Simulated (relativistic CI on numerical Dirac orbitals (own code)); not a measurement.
# Hyperfine structure of Hf37+, mass number 177

Calculated at this level of theory: Dirac-Coulomb-Breit CI, KLI orbitals optimised for each configuration, model QED (radiative potential, 1s self-energy scaled to tabulated hydrogen-like ionisation energies), unscaled Slater integrals (own radial code, finite nucleus).

Configurations in the expansion (outside the closed core [Ar] 3d10): 4s2 4p5, 4s 4p6, 4s2 4p4 4d, 4s 4p5 4d, 4s2 4p4 4f, 4s 4p5 4f, 4p6 4d, 4s 4p4 4d2, 4s2 4p3 4d 4f, 4p6 4f, 4p5 4d2, 4p4 4d3, 4p4 4d2 4f. Double excitations out of closed p, d and f shells are left out; levels of such configurations are missing from the list, as are those of other unlisted configurations, and high levels can miss mixing partners.

Nuclear spin I = 7/2, μ = 0.791 μN, Q = 3.37 b (tables of Stone and Pyykkö). The electronic factors are computed for point nuclear moments, without core polarisation or the Bohr-Weisskopf and QED corrections.

```csv
Level,E (cm⁻¹),A (GHz),B (GHz)
4s2 4p5 2P°_3/2,0,11.59,-344
4s2 4p5 2P°_1/2,644586,97.38,
4s2 4p4 4d 2D_3/2,1240678,5.867,175
4s2 4p4 4d 4F_9/2,1288323,6.362,112
4s2 4p4 4d 2D_5/2,1388753,3.166,378
4s 4p6 2S_1/2,1476839,189.9,
```

Levels with J = 0, under 50 % of one LS term, or S terms without an open s electron are left out. Small factors come from cancelling terms and can be off by tens of per cent or more.

At this charge energies of transitions that change n are usually good to better than 1 %, and those within a shell (Δn = 0) to a few per cent.

Question: Give the hyperfine levels of 4s2 4p5 2P°_1/2 relative to its centre of gravity.

Answer: With K = F(F + 1) − I(I + 1) − J(J + 1), E = AK/2: F = 3: -219.1, F = 4: 170.4 GHz.

LS names give the leading component of a level, which can be under half, so a name can repeat, a term be missing and a line seem to break the LS rules.
